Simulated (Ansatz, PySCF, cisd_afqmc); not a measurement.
Species: CHClF₂, charge 0, singlet. CHClF2 (SMILES FC(F)Cl).
B3LYP-D3(BJ)/def2-TZVP minimum from Ansatz (a quantum-chemistry and plane-wave program):
```
C
F 1 1.3432
F 1 1.3432 2 108.21
H 1 1.0879 2 110.03 3 120.24
Cl 1 1.7787 4 109.10 3 120.43
```
Charge 0, spin multiplicity 1.

Atomisation energy term by term, kcal/mol (programs: Ansatz, cisd_afqmc). UHF or UKS for unpaired electrons; spin-orbit terms are left out. Cores are frozen in correlated methods. Rows without X2C or -DK are non-relativistic. AFQMC is phaseless with a CISD trial state; ± is one standard error, without the phaseless bias. Outlying blocks are dropped, and bars are widened where a walk drifts. Over all cases where full CI ran beside it in this data, AFQMC minus full CI had a median of +0.1 mEh and passed +0.4 mEh in a tenth of the cases. CBS(X,Y): correlation extrapolated as X^-3, Hartree-Fock from the larger set (Q,5: extrapolated as (X+1)exp(-9√X)). A bracket is a step between two methods taken in the basis named. 'core' is core correlation in cc-pwCVTZ (1s frozen past Ne), 'X2C' scalar relativity in cc-pVTZ-DK, both at CCSD(T). For partners of very few electrons the exact lower level stands in for a higher one.

```csv
term,basis,kcal/mol
Hartree-Fock,"CBS(cc-pV(Q+d)Z,cc-pV(5+d)Z)",279.39
CCSD correlation,"CBS(cc-pV(Q+d)Z,cc-pV(5+d)Z)",126.30
(T),"CBS(cc-pV(Q+d)Z,cc-pV(5+d)Z)",11.55
CCSDT(Q) - CCSD(T),cc-pV(D+d)Z,0.61
core correlation,cc-pwCVTZ,1.26
scalar relativity,"X2C, cc-pVTZ-DK",-0.66
minus zero-point energy,Hessian by PySCF at B3LYP-D3(BJ)/def2-TZVP,-14.55
sum: D0,,403.9
```

The step beyond CCSD(T) by other levels: AFQMC/CISD in cc-pV(T+d)Z 1.09 ± 0.27 kcal/mol.
